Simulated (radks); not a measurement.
Initial-state core-level shifts of neutral technetium when its valence configuration changes from [Kr] 4d5 5s2. Method: scalar-relativistic Kohn-Sham, r2SCAN, spin-polarised, spherical densities, finite nucleus; open shells are filled with parallel spins first (spin-orbit coupling, left out, can overturn this in heavy ions); meta-GGA in the generalised Kohn-Sham scheme; Fermi nuclear charge, rms radius 4.4112 fm; computed with a radial shooting solver on a logarithmic mesh with Libxc functionals. Shifts are changes of the shell-averaged eigenvalues in eV (positive: less bound); the change of the density at the nucleus, which sets a Mossbauer isomer shift, is in e/bohr^3, on a base of 1.022e+05.

valence               2p       3s       3p       3d  density at nucleus
4d5 5p2           -2.295   -2.316   -2.316   -2.313              -25.24
4d5.5 5s1.5       +1.736   +1.727   +1.726   +1.732               -7.39
4d6.5 5s0.5       +4.638   +4.624   +4.624   +4.639              -21.60
4d7               +5.732   +5.720   +5.720   +5.739              -28.43
4d3 5s2 5p2      -11.580  -11.365  -11.366  -11.414              +17.72
4d5 5s1 5p1       -1.001   -1.005   -1.005   -1.006               -9.53
4d4.5 5s2 5p0.5   -2.802   -2.770   -2.770   -2.779               +3.94
4d2 5s2 5p3      -17.794  -17.382  -17.382  -17.465              +28.26
4d4.5 5s1.5 5p1   -3.329   -3.300   -3.300   -3.309               -1.76
